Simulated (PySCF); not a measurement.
Ligands exchanged one at a time, B Br-I. All species are isolated molecules in the gas phase. Strings in code marks are SMILES.

The S1 excitation (TDA) from two functionals at the same geometries (B3LYP-D3(BJ)/def2-TZVP), both in PySCF: PBE-D3(BJ)/def2-TZVP and B3LYP-D3(BJ)/def2-TZVP. B3LYP has the VWN-RPA correlation part, as in Gaussian. Excitations are Tamm–Dancoff values on a coarser integration grid. The basis has no diffuse functions, so Rydberg states are missing or too high.

| species | B3LYP-D3(BJ)/def2-TZVP (eV) |
|---|---|
| 0 of 3 Br replaced by I (`BrB(Br)Br`) | 4.58 |
| 1 of 3 Br replaced by I (`BrB(Br)I`) | 4.03 |
| 2 of 3 Br replaced by I | 3.71 |
| 3 of 3 Br replaced by I (`IB(I)I`) | 3.46 |

What does PBE-D3(BJ)/def2-TZVP give for each?


- 0 of 3 Br replaced by I (`BrB(Br)Br`): 4.15
- 1 of 3 Br replaced by I (`BrB(Br)I`): 3.62
- 2 of 3 Br replaced by I: 3.32
- 3 of 3 Br replaced by I (`IB(I)I`): 3.08
Over these rows, drawn at random from the members with no instability flagged (it was tested for open shells, ions and some series alone), PBE minus B3LYP-D3(BJ): mean -0.40 eV, from -0.44 eV to -0.38 eV.
